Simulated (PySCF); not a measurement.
FH5OSi3, SMILES F[SiH]1[SiH2]O[SiH2]1. Atoms are numbered in the order given.

```xyz
10

F     -2.4205    -0.5452     0.0000
Si    -1.0994     0.4402     0.0000
Si     0.7494    -0.0529     1.4074
O      1.7282    -0.1118     0.0000
Si     0.7494    -0.0529    -1.4074
H     -1.6017     1.8610     0.0000
H      1.2593     1.0049     2.3479
H      0.7254    -1.3754     2.1248
H      0.7254    -1.3754    -2.1248
H      1.2593     1.0049    -2.3479
```

Geometry optimised at PBE-D3(BJ)/def2-SVP. The structure was generated by enumeration, and PubChem lists no compound with its InChIKey, so it may never have been made.

Calculation: TDA-LC-ωPBE/def2-SVPD (PySCF 2.14.0).

Vertical excitations.  State labels are in the subgroup Cs.

```json
[
 {"state": "S1", "symmetry": "A\"", "energy (eV)": "5.06", "λ (nm)": "245", "f": "0.006", "main pairs": "HOMO→LUMO 84 %"},
 {"state": "S2", "symmetry": "A\"", "energy (eV)": "5.88", "λ (nm)": "211", "f": "0.158", "main pairs": "HOMO→LUMO+1 81 %"},
 {"state": "S3", "symmetry": "A'", "energy (eV)": "6.28", "λ (nm)": "197", "f": "0.019", "main pairs": "HOMO−1→LUMO 84 %"},
 {"state": "S4", "symmetry": "A'", "energy (eV)": "6.86", "λ (nm)": "181", "f": "0.003", "main pairs": "HOMO−1→LUMO+1 63 %, HOMO−2→LUMO 18 %"},
 {"state": "S5", "symmetry": "A'", "energy (eV)": "6.99", "λ (nm)": "177", "f": "0.006", "main pairs": "HOMO−2→LUMO 51 %, HOMO−1→LUMO+1 23 %, HOMO−2→LUMO+1 14 %"},
 {"state": "S6", "symmetry": "A\"", "energy (eV)": "7.44", "λ (nm)": "167", "f": "0.110", "main pairs": "HOMO→LUMO+4 46 %, HOMO→LUMO+3 36 %"},
 {"state": "S7", "symmetry": "A'", "energy (eV)": "7.44", "λ (nm)": "167", "f": "0.131", "main pairs": "HOMO→LUMO+2 60 %, HOMO−2→LUMO+1 21 %"},
 {"state": "S8", "symmetry": "A'", "energy (eV)": "7.51", "λ (nm)": "165", "f": "0.125", "main pairs": "HOMO−2→LUMO+1 49 %, HOMO→LUMO+2 28 %, HOMO−2→LUMO 9 %"},
 {"state": "S9", "symmetry": "A\"", "energy (eV)": "7.80", "λ (nm)": "159", "f": "0.069", "main pairs": "HOMO−1→LUMO+2 39 %, HOMO→LUMO+3 38 %"},
 {"state": "S10", "symmetry": "A\"", "energy (eV)": "8.12", "λ (nm)": "153", "f": "0.002", "main pairs": "HOMO−3→LUMO 37 %, HOMO−3→LUMO+1 30 %, HOMO−2→LUMO+5 15 %, HOMO−1→LUMO+5 7 %"},
 {"state": "T1", "symmetry": "A\"", "energy (eV)": "4.24", "λ (nm)": "293", "f": "0", "main pairs": "HOMO→LUMO 79 %, HOMO→LUMO+1 15 %"},
 {"state": "T2", "symmetry": "A\"", "energy (eV)": "4.95", "λ (nm)": "251", "f": "0", "main pairs": "HOMO→LUMO+1 78 %, HOMO→LUMO 13 %"},
 {"state": "T3", "symmetry": "A'", "energy (eV)": "5.41", "λ (nm)": "229", "f": "0", "main pairs": "HOMO−1→LUMO 68 %, HOMO−1→LUMO+1 14 %"},
 {"state": "T4", "symmetry": "A'", "energy (eV)": "6.01", "λ (nm)": "206", "f": "0", "main pairs": "HOMO→LUMO+2 68 %"}
]
```
Triplets are in the Tamm–Dancoff approximation.
